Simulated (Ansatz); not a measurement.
Consider the redistribution: `[NH2][GeH2][CH2]F` + `[AlH2][CH2][GeH3]` → `F[CH2][GeH3]` + `[NH2][AlH][CH2][GeH3]`.

Computed with Ansatz on PBE0-D4/def2-TZVP structures; ΔE is electronic, products minus reactants. CCSD(T)/CBS is the MP2 limit (def2-TZVPP, def2-QZVPP) plus CCSD(T) − MP2 in def2-TZVPP, frozen cores. DFT in def2-TZVPP. B3LYP here is the variant with VWN-RPA as its local correlation; programs differ in this. For Ge outer-core shells are correlated without core-valence functions, which leaves a few kJ/mol of doubt a bond. Scalar relativity is left out up to krypton. Each species was taken in one conformer, which may not be the lowest.

(1) Is it downhill or uphill in electronic energy at CCSD(T)/CBS, and by how much? (Best estimate.)

(2) What do these levels give: r2SCAN-D4, B3LYP-D4, ωB97X-V, B2PLYP, PBE, HF/def2-TZVPP, MP2/def2-TZVPP, SCS-MP2/def2-TZVPP, CCSD(T)/def2-TZVPP, HF/def2-QZVPP, SCS-MP2/def2-QZVPP, HF/CBS(def2)? (Best estimate.)

Largest T1 diagnostic among the species: 0.011.

## Answers

(1) The calculation gave: Downhill: ΔE = -100.2 kJ/mol.

(2) Ansatz gave: r2SCAN-D4 -104.5, B3LYP-D4 -102.2, ωB97X-V -97.4, B2PLYP -100.6, PBE -100.1, HF/def2-TZVPP -93.0, MP2/def2-TZVPP -98.5, SCS-MP2/def2-TZVPP -96.1, CCSD(T)/def2-TZVPP -97.8, HF/def2-QZVPP -93.9, SCS-MP2/def2-QZVPP -97.7, HF/CBS(def2) -94.1 kJ/mol.

In def2-TZVPP, CCSD(T) changes the Hartree–Fock value by −4.8 kJ/mol (the triples alone add −0.1 kJ/mol) and MP2 by −5.5 kJ/mol.
